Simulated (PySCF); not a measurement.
## Exercise with solution: refractive index and permittivity of the vapour

Ga(OH)2(SeH) (GaH3O2Se), SMILES [OH][Ga]([OH])[SeH].

Coordinates come from a PBE0-D3(BJ)/def2-SVP optimisation. Other conformers were not sampled.

PySCF with B3LYP/def2-TZVP gives a mean static polarisability of 59.8 bohr³ and a dipole moment of 0.98 D. Take an ideal gas at 298.15 K and 0.1 bar, whether or not the substance is that volatile.

Q: Work out n − 1 in the optical limit and the static ε − 1.

A: 
Polarisability volume α' = 59.8 × 0.148185 = 8.86 Å³. Number density N = p/kT = 2.43e-6 Å⁻³.
Dilute limit of Lorentz–Lorenz: n − 1 = 2π N α' = 0.00014.
Orientation term of Debye: μ²/(3kT) = 8.098 Å³ × μ²(D²) = 7.78 Å³.
ε − 1 = 4π N (α' + μ²/3kT) = 0.00051. Orientation of the dipole supplies 47 % of the static response; it can't follow optical fields. Vibrational polarisation and dispersion are left out.
